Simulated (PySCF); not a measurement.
Isomers of C4H10O2S. The calculation used PBE0-D3(BJ)/def2-SVP geometry optimisation, gas phase (PySCF). Energies are electronic, without zero-point or thermal terms, for one conformer each. No frequencies were run at this level. Point groups hold within 0.08 Å.

Question: Rank from lowest to highest electronic energy at this level (kcal/mol).
A. `[CH3:1][CH2:2][S@@:3](=[O:4])[CH2:5][O:6][CH3:7]` with C1–C2–S3–O4 -32°, C2–S3–C5–O6 -53°, S3–C5–O6–C7 -79°
B. `[CH3:1][CH2:2][CH2:3][S:4]([CH3:5])(=[O:6])=[O:7]` with C1–C2–C3–S4 64°, C2–C3–S4–C5 162°
C. `[CH3:1][CH2:2][S:3](=[O:4])(=[O:5])[CH2:6][CH3:7]` with C1–C2–S3–O4 -65°, C2–S3–C6–C7 180°
D. `[CH3:1][CH:2]([CH3:3])[S:4]([CH3:5])(=[O:6])=[O:7]` with C1–C2–S4–C5 171°

Answer: D (0.0), C (0.5), B (2.3), A (12.6).

Neighbours under 2.5 kcal/mol apart (CC(C)S(C)(=O)=O and CCS(=O)(=O)CC; CCS(=O)(=O)CC and CCCS(C)(=O)=O) can change places with a better method, another conformer or zero-point energy.

```tsv
SMILES	E (Eh)	E rel (kcal/mol)	dipole (D)	point group	A, B, C (MHz)
CC(C)S(C)(=O)=O	-706.19983	0.0	4.44	C1	2991, 2006, 1664
CCS(=O)(=O)CC	-706.19904	0.5	4.30	C2v	4291, 1474, 1466
CCCS(C)(=O)=O	-706.19618	2.3	4.30	C1	3798, 1573, 1498
CC[S@@](=O)COC	-706.17980	12.6	2.67	C1	2718, 1806, 1541
```

Question: As an exercise, what shares would exp(−E/RT) give at 2000 K from these electronic energies alone (no entropy, no degeneracies)?

Answer: RT = 3.974 kcal/mol: CC(C)S(C)(=O)=O 40.2 %, CCS(=O)(=O)CC 35.5 %, CCCS(C)(=O)=O 22.6 %, CC[S@@](=O)COC 1.7 %.
